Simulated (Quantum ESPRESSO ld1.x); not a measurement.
The numbers below are computed, except where a source is named.
Task: The mean radii <r> (bohr) of the occupied orbitals of an atom or ion are listed with their occupations. Code: ld1.x of Quantum ESPRESSO 7.5. Model: scalar-relativistic Kohn-Sham, LDA (Slater exchange, VWN5 correlation), spin-polarised, spherical densities, point nucleus.

| orbital | occ. | <r> |
|---|---|---|
| 1s up | 1 | 0.1116 |
| 1s down | 1 | 0.1116 |
| 2s up | 1 | 0.5705 |
| 2s down | 1 | 0.5702 |
| 2p up | 3 | 0.5384 |
| 2p down | 3 | 0.5380 |
| 3s up | 1 | 2.049 |
| 3s down | 1 | 2.057 |
| 3p up | 1 | 2.434 |

Name the element and its charge. Open shells, if any, are filled with parallel spins first.

Result: Z = 14, silicon, charge +1: Si+ in [Ne] 3s2 3p1. The 1s radius gives Z: for a bare nucleus <r> = (2 gamma + 1)/(2Z) with gamma = sqrt(1 - (Z/c)^2), 0.1068 bohr for Z = 14, and screening makes it slightly larger (0.1116 here). The occupations add up to 13, and the charge is Z minus that.
